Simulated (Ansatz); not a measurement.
F$_{2}$IIn (`[F][In]([F])[I]`): the same geometry under several functionals.

```yaml
crystal:
  periodic: [false, false, false]
  atoms:
    - {symbol: F, position_ang: [1.032199, 0.663984, 1.566198]}
    - {symbol: In, position_ang: [0.089365, -0.070197, 0.053154]}
    - {symbol: F, position_ang: [0.625442, -1.884372, -0.319196]}
    - {symbol: I, position_ang: [-1.691505, 1.230285, -1.320455]}
basis:
  gaussian: {orbitals: def2-TZVPP}
hamiltonian: {xc: {name: PBE-QIDH}}
```

```sh
$ ansatz run in.yaml --threads 4 --pin off --events-out ev --progress --plain --max-ram 10444MiB
```

It prints (some lines left out):

```
Functional definition: PBE-QIDH
1381 factors; integrals over basis functions are off by at most 8.6e-4 eV
mean field evaluation 1: about -18682.2322 eV, gradient 5.0e1 eV
mean field evaluation 2: about -18682.2467 eV, gradient 5.0e1 eV
mean field evaluation 4: about -18686.3104 eV, gradient 1.5e0 eV
mean field evaluation 8: about -18686.3289 eV, gradient 1.6e-1 eV
mean field evaluation 16: about -18686.3290 eV, gradient 1.0e-4 eV
mean field -18686.32896913 eV, -686.7099235670 hartree, gradient 8.9e-6 eV, S^2 0.000000; 0 other end points of the search recorded, 0 dependent functions left out
10 core orbitals not correlated: weight in the atoms' cores, before any rotation towards them, 1.000 or more for the frozen orbitals, at most 0.000 for the correlated occupied ones
reference -18686.32898361 eV, -686.7099240991 hartree; 22, 22 occupied and 130, 130 virtual orbitals, 1381 factors
second order -38.14537710 eV of doubles, -0.00000000 eV of singles
Total energy: -18699.04410932 eV, -687.1771963500 hartree
```

Hardware: 4 threads of an Intel Xeon Platinum 8488C on a shared host. Wall time 2.1 s, peak host memory 0.41 GiB.

With the line `hamiltonian: {xc: {name: B3LYP}, dispersion: d4}` and forces (abridged; 1.6 s):

```
Functional definition: B3LYP
mean field evaluation 16: about -18718.5431 eV, gradient 6.4e-5 eV
mean field -18718.54305833 eV, -687.8937695093 hartree, gradient 6.4e-5 eV, S^2 0.000000
Total energy: -18718.69811229 eV, -687.8994676375 hartree
Atom 0 force     0.170871     0.124585     0.269532 eV/Å
Atom 1 force    -0.082111     0.059987    -0.063319 eV/Å
Atom 2 force     0.099596    -0.322128    -0.060935 eV/Å
Atom 3 force    -0.188357     0.137555    -0.145278 eV/Å
Dipole moment:    -0.385304     0.281376    -0.297186 e Å
```

The same input with `hamiltonian: {xc: {name: wB97X-V}}` (abridged; 3.1 s):

```
Functional definition: wB97X-V
mean field evaluation 16: about -18711.4333 eV, gradient 2.1e-5 eV
mean field -18711.43330796 eV, -687.6324910026 hartree, gradient 2.1e-5 eV, S^2 0.000000
Total energy: -18711.43330529 eV, -687.6324909043 hartree
```

The same input with `hamiltonian: {xc: {name: revPBE}, dispersion: d4}` (abridged; 0.8 s):

```
Functional definition: revPBE
mean field evaluation 16: about -18714.7918 eV, gradient 1.4e-4 eV
mean field -18714.79175472 eV, -687.7559116444 hartree, gradient 2.9e-5 eV, S^2 0.000000
Total energy: -18714.98080074 eV, -687.7628589575 hartree
```

Changing it to `hamiltonian: {xc: {name: wB97M-V}}` and forces (abridged; 3.6 s):

```
Functional definition: wB97M-V
mean field evaluation 16: about -18711.0980 eV, gradient 2.2e-5 eV
mean field -18711.09799886 eV, -687.6201686203 hartree, gradient 2.2e-5 eV, S^2 0.000000
Total energy: -18711.09806744 eV, -687.6201711407 hartree
Atom 0 force     0.009261     0.007456     0.014997 eV/Å
Atom 1 force    -0.100942     0.073736    -0.077845 eV/Å
Atom 2 force     0.005216    -0.018058    -0.003847 eV/Å
Atom 3 force     0.086465    -0.063134     0.066696 eV/Å
Dipole moment:    -0.364654     0.266297    -0.281259 e Å
```

Changing it to `hamiltonian: {xc: {name: r2SCAN0}, dispersion: d4}` (abridged; 1.9 s):

```
Functional definition: r2SCAN0
mean field evaluation 16: about -18714.6821 eV, gradient 4.6e-5 eV
mean field -18714.68213670 eV, -687.7518832566 hartree, gradient 4.6e-5 eV, S^2 0.000000
Total energy: -18714.70815195 eV, -687.7528392994 hartree
```

B3LYP takes the VWN-RPA correlation (the form of Gaussian; ORCA's B3LYP/G).
